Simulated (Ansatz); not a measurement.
Geometry optimisation, Ansatz, RKS PBE/def2-SVP.

Input:

```yaml
crystal:
  periodic: [false, false, false]
  atoms:
    - { symbol: C, position_ang: [-1.8606, -0.3981, -0.1184] }
    - { symbol: C, position_ang: [-0.6916, 0.1779, -0.2212] }
    - { symbol: "N", position_ang: [0.41674, -0.26207, 0.5862] }
    - { symbol: C, position_ang: [-0.49906, 1.40329, -1.17429] }
    - { symbol: C, position_ang: [-0.30972, 2.6543, -0.37988] }
    - { symbol: Te, position_ang: [1.06017, 0.99568, -2.56433] }
    - { symbol: H, position_ang: [-2.0869, -1.176, 0.5444] }
    - { symbol: H, position_ang: [-2.6865, 0.0464, -0.7368] }
    - { symbol: H, position_ang: [1.36002, 0.24715, 0.45279] }
    - { symbol: H, position_ang: [0.3576, -1.04096, 1.20737] }
    - { symbol: H, position_ang: [-1.48464, 1.4687, -1.79326] }
    - { symbol: H, position_ang: [-1.12389, 2.84011, 0.29601] }
    - { symbol: H, position_ang: [-0.2647, 3.44637, -1.08614] }
    - { symbol: H, position_ang: [0.64009, 2.56959, 0.14985] }
    - { symbol: H, position_ang: [0.23734, -0.41964, -3.1366] }
basis:
  gaussian: { orbitals: def2-SVP }
hamiltonian:
  xc: pbe
relax:
  f_tol: 0.015
  max_steps: 40
```

Command:

```bash
$ ansatz run input.yaml --threads 2 --pin off --max-ram 3072MiB --backend cpu --events-out ev --progress --plain --runs-dir out
```

Problem. Where does it end, and by what steps?

Solution. The forces met the threshold. After 8 steps the energy has fallen by 0.811 eV; H9 moved furthest, 0.34 Å.

| step | energy less start (eV) | largest force component (eV/Å) | accepted |
| --- | --- | --- | --- |
| 0 | 0.0000 | 3.841 | yes |
| 1 | -0.6231 | 2.064 | yes |
| 2 | -0.7349 | 0.612 | yes |
| 3 | -0.7647 | 0.956 | yes |
| 4 | -0.8020 | 0.336 | yes |
| 5 | -0.8071 | 0.150 | yes |
| 6 | -0.8099 | 0.061 | yes |
| 7 | -0.8107 | 0.046 | yes |
| 8 | -0.8108 | 0.011 | yes |

```xyz
15
Properties=species:S:1:pos:R:3
C -1.917 -0.474 -0.125
C -0.736 0.199 -0.180
N 0.356 -0.057 0.646
C -0.577 1.383 -1.098
C -0.245 2.698 -0.389
Te 1.056 1.012 -2.599
H -2.064 -1.323 0.560
H -2.771 -0.158 -0.739
H 1.261 0.077 0.177
H 0.318 -0.948 1.146
H -1.485 1.491 -1.718
H -1.067 2.950 0.314
H -0.141 3.537 -1.107
H 0.686 2.625 0.207
H 0.390 -0.459 -3.069
```

Run time: 30 s on 2 threads of Arm Neoverse V2, on a shared host, peak memory 0.2 GiB.
